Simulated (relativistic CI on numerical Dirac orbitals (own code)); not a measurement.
# Energy levels of Tl³⁺

These numbers are calculated, not measured: Dirac-Coulomb-Breit CI, separate exchange-only KLI orbitals for each configuration, QED by a radiative potential, valence Slater integrals scaled by 0.85, P86 correlation estimate, and configurations built on the next ion tied to the tabulated ionisation energy (semi-empirical) (own radial code, finite nucleus).

Configurations in the expansion (outside the closed core [Xe] 4f14): 5d¹⁰, 5d⁹6s, 5d⁹6p, 5d⁹6d, 5d⁹7s, 5d⁹5f, 5d⁹6f, 5d⁸6s², 5d⁸6s6p, 5d⁸5f², 5d⁹7p, 5d⁹7d, 5d⁹5g, 5d⁹7f, 5d⁹6g, 5d⁸6p², 5d⁸6s7s, 5d⁸5f6s, 5d⁸6p7s. Levels of other configurations are missing.

| No. | Configuration | Term | J | E (cm⁻¹) | % | Next component (%) | jj configuration (%) |
| --- | --- | --- | --- | --- | --- | --- | --- |
| 1 | 5d¹⁰ | ¹S | 0 | 0.0 | 99 |  | closed (99) |
| 2 | 5d⁹6s | ³D | 3 | 85945.9 | 100 |  | 5d5/2^5 6s (100) |
| 3 | 5d⁹6s | ³D | 2 | 89607.4 | 59 | 40 ¹D | 5d5/2^5 6s (95) |
| 4 | 5d⁹6s | ³D | 1 | 103782.5 | 100 |  | 5d3/2^3 5d5/2^6 6s (100) |
| 5 | 5d⁹6s | ¹D | 2 | 107015.2 | 59 | 40 ³D | 5d3/2^3 5d5/2^6 6s (95) |
| 6 | 5d⁹6p | ³P° | 2 | 157196.9 | 68 | 22 ³D° | 5d5/2^5 6p1/2 (94) |
| 7 | 5d⁹6p | ³F° | 3 | 159510.2 | 50 | 33 ¹F° | 5d5/2^5 6p1/2 (98) |
| 8 | 5d⁹6p | ³F° | 2 | 175051.1 | 77 | 11 ³P° | 5d3/2^3 5d5/2^6 6p1/2 (74) |
| 9 | 5d⁹6p | ³F° | 4 | 175592.8 | 99 | 1 5d⁸6s6p ³F° | 5d5/2^5 6p3/2 (99) |
| 10 | 5d⁹6p | ³P° | 1 | 175723.4 | 69 | 26 ³D° | 5d5/2^5 6p3/2 (55) |
| 11 | 5d⁸6s²‡ | ³F | 4 | 177610.5 | 93 | 5 ¹G | 5d5/2^4 (93) |
| 12 | 5d⁹6p | ¹D° | 2 | 178853.3 | 68 | 14 ³P° | 5d5/2^5 6p3/2 (71) |
| 13 | 5d⁹6p | ³D° | 3 | 180429.3 | 73 | 24 ¹F° | 5d5/2^5 6p3/2 (97) |
| 14 | 5d⁹6p | ¹P° | 1 | 184353.2 | 82 | 15 ³D° | 5d3/2^3 5d5/2^6 6p1/2 (60) |
| 15 | 5d⁸6s²‡ | ¹D | 2 | 186860.3 | 47 | 32 ³P | 5d5/2^4 (94) |
| 16 | 5d⁹6p | ³P° | 0 | 190106.1 | 99 | 1 5d⁸6s6p ³P° | 5d3/2^3 5d5/2^6 6p3/2 (99) |
| 17 | 5d⁸6s²‡ | ³F | 3 | 194039.6 | 98 | 2 5d⁸6p² ³F | 5d3/2^3 5d5/2^5 (98) |
| 18 | 5d⁹6p | ³F° | 3 | 194968.1 | 48 | 41 ¹F° | 5d3/2^3 5d5/2^6 6p3/2 (98) |
| 19 | 5d⁹6p | ³D° | 1 | 195578.1 | 56 | 29 ³P° | 5d3/2^3 5d5/2^6 6p3/2 (92) |
| 20 | 5d⁹6p | ³D° | 2 | 197562.2 | 56 | 24 ¹D° | 5d3/2^3 5d5/2^6 6p3/2 (97) |
| 21 | 5d⁸6s²‡ | ³P | 0 | 201126.6 | 76 | 22 ¹S | 5d5/2^4 (84) |
| 22 | 5d⁸6s²‡ | ³P | 2 | 202256.0 | 50 | 45 ³F | 5d3/2^3 5d5/2^5 (85) |
| 23 | 5d⁸6s²‡ | ³P | 1 | 207192.9 | 98 | 2 5d⁸6p² ³P | 5d3/2^3 5d5/2^5 (98) |
| 24 | 5d⁸6s²‡ | ¹G | 4 | 209912.0 | 93 | 5 ³F | 5d3/2^3 5d5/2^5 (93) |
| 25 | 5d⁸6s²‡ | ¹D | 2 | 218496.0 | 48 | 35 ³F | 5d3/2^2 5d5/2^6 (87) |
| 26 | 5d⁸(3F)6s<4F>6p‡ | ⁵D° | 4 | 233438.9 | 64 | 20 ⁵F° | 5d5/2^4 6s 6p1/2 (87) |
| 27 | 5d⁸(3F)6s<4F>6p‡ | ⁵G° | 5 | 240264.0 | 40 | 35 ⁵F° | 5d5/2^4 6s 6p1/2 (81) |
| 28 | 5d⁸(3F)6s<4F>6p‡ | ⁵D° | 3 | 242942.6 | 44 | 20 ⁵F° | 5d5/2^4 6s 6p1/2 (61) |
| 29 | 5d⁸(3F)6s<2F>6p‡ | ³G° | 4 | 243899.9 | 31 | 31 ⁵G° | 5d5/2^4 6s 6p1/2 (73) |
| 30 | 5d⁸(1D)6s<2D>6p‡ | ³D° | 2 | 245057.3 | 27 | 21 ⁵P° | 5d5/2^4 6s 6p1/2 (93) |

Energies count from the lowest computed level; ° marks odd parity. Percentages are summed over parent terms; the parents shown are those of the largest component, closed shells are left out there, and <> holds an intermediate term. Filled j subshells are mostly left out of the jj labels. ‡ marks configurations that were not tied to measured data.

The mean weight of the leading LS term, summed over parents, in these 30 levels is 69 %, and that of the leading jj configuration (from the same eigenvectors) 88 %, so jj coupling describes them better and the LS labels are nominal.

Configurations that consist of the next ion and one excited electron were tied to the tabulated ionisation energy; Rydberg ones are usually within 1,000 to 3,000 cm⁻¹ and the lowest ones within about 6,000 (9,000 in d shells), while levels on excited terms of the next ion carry the error of that term, and the other configurations can be misplaced by 10,000 cm⁻¹ or more. Rates follow the energies as ν³ (E1, M1) or ν⁵ (E2), so rates, branching and lifetimes can be off by large factors. The fine structure of a lone outer electron comes out too small, for d and f at times inverted, and misplaced configurations move strength between like terms. 15 of the 15 excited levels that our extract of the measured tables holds in this range could be paired (the sources list more); they are missed by 8936 cm⁻¹ on average and 10960 at most, and levels without a partner can miss by more.

LS names give the leading component of a level, which can be under half, so a name can repeat, a term be missing and a line seem to break the LS rules.
